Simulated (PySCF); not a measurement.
# Bond lengths and vibrations by method: BGeH3NO cation

Calculated results; nothing here was measured. The program is PySCF 2.14.0, an open-source quantum chemistry code, run on an isolated molecule that a program drew, which may never have been made. The molecule is BGeH3NO cation (charge +1, singlet), drawn as the SMILES string `O=B[NH][GeH2+]`.

The geometry was optimised and harmonic frequencies were computed with HF and MP2, all in the cc-pVDZ basis, for the commonest isotopes, with a restricted reference for singlets and an unrestricted one otherwise, and a frozen core in MP2. Germanium has the cc-pVDZ-PP basis, with a core potential (ECP10MDF) in place of its 10 inner electrons, and its 3s, 3p and 3d shells are frozen in MP2. Each result is a local minimum of its method.

Geometry at the HF minimum:
```xyz
7
BGeH3NO cation, angstrom
O    -2.3769   -0.8524   -2.2125
B    -1.3635   -0.3581   -1.8624
N    -0.1838    0.3216   -1.4462
Ge   -0.0205    2.0587   -1.2587
H     0.6147   -0.2640   -1.2472
H    -1.2392    2.8835   -1.5680
H     1.3235    2.5583   -0.8060
```

Lengths of the bonds as drawn, in Å (atoms numbered as above):
| bond | HF | MP2 |
|---|---|---|
| O1-B2 | 1.181 | 1.216 |
| B2-N3 | 1.424 | 1.444 |
| N3-Ge4 | 1.755 | 1.771 |
| N3-H5 | 1.010 | 1.027 |
| Ge4-H6 | 1.504 | 1.512 |
| Ge4-H7 | 1.504 | 1.512 |

Rotational constants, in GHz:
```
constant     HF    MP2
       A  27.87  27.12
       B  2.018  1.963
       C  1.882   1.83
```

Harmonic frequencies in cm^-1, each column in rising order, so a row needn't be the same motion in every method:
| rank | HF | MP2 |
|---|---|---|
| 1 | 134 | 126 |
| 2 | 223 | 219 |
| 3 | 507 | 449 |
| 4 | 537 | 477 |
| 5 | 595 | 561 |
| 6 | 642 | 609 |
| 7 | 726 | 685 |
| 8 | 820 | 769 |
| 9 | 898 | 845 |
| 10 | 1058 | 993 |
| 11 | 1391 | 1274 |
| 12 | 2239 | ? |
| 13 | 2358 | 2286 |
| 14 | 2396 | 2335 |
| 15 | 3732 | 3544 |

**Estimate the missing MP2 frequency from the HF column.**

A single factor s that minimises the squared misfit of MP2 against s times HF over the other rows is sum(HF x MP2) / sum(HF^2) = 0.9535, with an rms misfit of 27 cm^-1. For rank 12 it gives 0.9535 x 2239 = 2135 cm^-1. The calculation gives 2033 cm^-1, 102 cm^-1 below the estimate. The drawn bonds are on average 1.3 % longer in MP2 than in HF.
